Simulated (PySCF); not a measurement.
Species: C7H15GaO.
Structure used (PBE0-D3(BJ)/def2-SVP), in Å, numbered top down from 1:
```
atom  x, y, z in Å
C1     2.5314    1.4431   -0.0824
C2     1.7028    0.6485   -0.7622
C3     1.6700   -0.8442   -0.6574
C4     0.3472   -1.4032   -0.1089
C5    -0.0062   -0.8714    1.2960
C6    -1.4757   -0.4985    1.1989
O7    -1.6471   -0.1240   -0.1665
Ga8   -2.1139    1.8665   -0.7395
C9    -0.8844   -1.0336   -0.9555
H10    3.2793    1.0358    0.6063
H11    2.4959    2.5299   -0.1936
H12    0.9731    1.1132   -1.4374
H13    1.8432   -1.2887   -1.6538
H14    2.4965   -1.1894   -0.0146
H15    0.4361   -2.5002   -0.0837
H16    0.5875    0.0303    1.5095
H17    0.1874   -1.6059    2.0899
H18   -2.1431   -1.3508    1.4184
H19   -1.7700    0.3574    1.8199
H20   -1.3389    2.5857    0.4385
H21   -3.6886    1.8066   -0.6701
H22   -1.4103    1.7913   -2.1567
H23   -0.6507   -0.5304   -1.9032
H24   -1.5084   -1.9172   -1.1709
```

Computed with PySCF, TDDFT wB97X-D/def2-SVPD, vertical, gas phase, core orbitals frozen in the response. The wB97X-D/def2-SVPD calculation is non-relativistic and has no spin–orbit coupling, an omission that weighs most on gallium.

Kohn–Sham orbitals with the atoms that hold most of them (Löwdin shares over 4%, at most four atoms; ? is withheld):

| orbital | ε (eV) | atoms |
| --- | --- | --- |
| LUMO+2 | 1.96 | Ga8 31%, C2 10%, C1 9%, H20 6% |
| LUMO+1 | 1.83 | Ga8 55%, H21 4% |
| LUMO | 1.64 | C1 19%, C2 17%, Ga8 12%, C4 5% |
| HOMO | ? | ? |
| HOMO-1 | -9.46 | ? |
| HOMO-2 | -9.50 | C1 32%, C2 30%, C3 6%, Ga8 5% |
| HOMO-3 | -10.73 | O7 43%, C9 10%, C6 8%, H24 6% |

Task: Give the leading atoms of the HOMO-1.

Result: Ga8 (bonded to O and 3 H) 37%; H22 (bonded to Ga) 32%; H20 (bonded to Ga) 12%; H21 (bonded to Ga) 8%. By element: hydrogen 52% or more, gallium 37%.

Task: Give the leading atoms of the HOMO.

Result: Ga8 (bonded to O and 3 H) 34%; H21 (bonded to Ga) 26%; H20 (bonded to Ga) 20%; O7 (bonded to 2 C and Ga) 5%. By element: hydrogen 46% or more, gallium 34%, oxygen 5%.

Task: What is the HOMO energy, and the HOMO–LUMO gap?

Result: ε(HOMO) = -9.24 eV; the gap is 10.88 eV (0.3997 hartree).

Task: How does S1 compare with the orbital gap of 10.88 eV?

Result: S1 is at 6.49 eV (f = 0.0026), 4.39 eV below the gap, made of HOMO→LUMO+2 (48%), HOMO→LUMO (34%). Its leading pair isn't HOMO and LUMO; the energies of that pair differ by 11.21 eV. Without the coupling terms of the response equations the lowest excitation would equal the gap.

Next come S2 at 6.69 eV (f 0.0017), HOMO-1→LUMO+2 (48%), HOMO-1→LUMO (36%); S3 at 7.26 eV (f 0.138), HOMO-2→LUMO (45%), HOMO→LUMO+1 (11%), HOMO-2→LUMO+2 (10%); S4 at 7.35 eV (f 0.335), HOMO→LUMO+1 (64%), HOMO-2→LUMO (9%); S5 at 7.53 eV (f 0.184), HOMO-1→LUMO+1 (67%).

On one thread, Arm Neoverse N1 (aarch64), no GPU (shared host), this took 27 min wall and 1.6 GiB of memory at its peak.

One conformer stands for the species.
